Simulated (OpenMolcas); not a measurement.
Levels of Cl2+ by method

```
Program             : OpenMolcas 26.06
Basis               : ANO-RCC [8s7p5d4f2g]
Scalar Hamiltonian  : DKH2, point nucleus
Active space        : 5 electrons in 8 orbitals (3s 3p 4s 4p)
State averaging     : 2S+1 = 4 odd, 1 root; 2S+1 = 2 odd, 11 roots; 2S+1 = 4 even, 3 roots; 2S+1 = 2 even, 9 roots
Spin-orbit coupling : RASSI with atomic mean-field integrals over the reference wave functions, term energies averaged over their components
```

Methods on the same reference wave functions:
A. CASSCF
B. SS-CASPT2, IPEA 0.25 Eh, imaginary shift 0.1 Eh (closed shells correlated: 2s 2p)
C. MS-CASPT2, IPEA 0.25 Eh, imaginary shift 0.1 Eh (closed shells correlated: 2s 2p)

Energies in cm⁻¹ above 3s² 3p³ ⁴S°_3/2, the measured ground level; measured values from Moore, Atomic Energy Levels, vol. I, NSRDS-NBS 35 (1971 reprint of NBS Circular 467, 1949).

```tsv
Level	A	B	C	Measured
3s² 3p³ ⁴S°_3/2	0.0	0.0	0.0	0.0
3s² 3p³ ²D°_3/2	22341	18620	18620	18053
3s² 3p³ ²D°_5/2	22431	18690	18690	18120
3s² 3p³ ²P°_1/2	30685	30430	30410	29812
3s² 3p³ ²P°_3/2	30767	30490	30470	29907
3s 3p⁴ ⁴P_5/2	105897	102290	102290	98520
3s 3p⁴ ⁴P_3/2	106456	102850	102850	99130
3s 3p⁴ ⁴P_1/2	106780	103180	103180	99475
3s 3p⁴ ²D_3/2	149669	130310	130310	
3s 3p⁴ ²D_5/2	149754	130400	130400
```

Deviations, from unrounded energies. A percentage is the sum of absolute deviations over the sum of measured energies, with the sign that they share, or ± where signs differ.

```tsv
Against measurement	Levels	A	B	C
mean absolute deviation (cm-1)	7	4600	1900	1900
other terms of the ground configuration (%)	4	+10.8	+2.4	+2.4
other configurations (%)	3	+7.4	+3.8	+3.8
```

B, C lie about equally close to measurement and A furthest from it. The largest miss of C in the table is 3s 3p⁴ ⁴P_5/2, by +3800 cm-1. The ranking rests on the paired levels alone, and a cruder setting can come out closer through cancelling errors.

Between B and C the level of the table that moves most is 3s² 3p³ ²P°_1/2, by 25 cm-1 (lowest in C, highest in B). Moves below CASPT2's spread within the term are not significant.

The two smallest mean deviations differ by little beside CASPT2's spread within terms, so their order carries little weight.

From A to B the spin-free energies of the other terms of 3s² 3p³ shown, above ⁴S°, scale by factors of 0.83 to 0.99.

The lowest spin-free term lies below A's lowest term by 0.267 hartree in B, 0.267 hartree in C.

CASPT2 does not keep the components of a term degenerate, so their means are used; among the terms shown or strongly mixed into the levels shown the widest spread is 2200 cm-1 (3s 3p⁴ ²D, C). Over all roots computed the reference weight is 0.84 to 0.96 in B, 0.84 to 0.96 in C; the roots of lowest weight are the least certain, and an intruder state may touch them. Active for correlation alone: 4p 4s; no level in the range computed is led by a configuration that fills them, so any true level of that kind is missing. Terms of s pⁿ other than that of highest spin mix with s² pⁿ⁻² d, which this space lacks; all of them can be thousands of cm-1 off, and some have no real level of that name. Computed and measured levels are paired by configuration, term and J; levels that our copy of the source lacks, or whose pairing is in doubt (as where it misses far off the trend of its configuration), stay unpaired and out of the deviations. Only configurations of the active space appear. Levels that lie high or do not pair safely by name in every column are left out.

° marks odd parity.
